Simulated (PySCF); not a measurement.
GeH2I2, SMILES [I][GeH2][I]. Atoms are numbered in the order given.

```xyz
5

Ge     0.0000     0.0000     1.0790
I      2.0867     0.0000    -0.3620
I     -2.0867     0.0000    -0.3620
H      0.0000     1.2850     1.9219
H      0.0000    -1.2850     1.9219
```
Charge 0, spin multiplicity 1.

Geometry: B3LYP-D3(BJ)/def2-SVP. The def2 effective core potentials stand for the cores of I; spin–orbit coupling is left out.

The numbers are results of PySCF with B3LYP-D3(BJ)/def2-SVP, not measurements.

Frequencies are harmonic and unscaled.

Task: Give all harmonic wavenumbers and intensities. (Estimate from the structure and the level; the computed values follow.)

Result: 
```
mode  ν (cm⁻¹)  IR (km/mol)  moving atoms (share of kinetic energy)
----  --------  -----------  --------------------------------------
1           72          0.3                         I 79 %, Ge 20 %
2          227          6.6                         Ge 56 %, I 43 %
3          260         44.6                         Ge 69 %, I 30 %
4          440          4.2                                  H 93 %
5          614          0.0                                 H 100 %
6          723        244.3                                  H 98 %
7          841        113.0                                  H 99 %
8         2138         61.2                                  H 99 %
9         2158         71.0                                  H 98 %
```
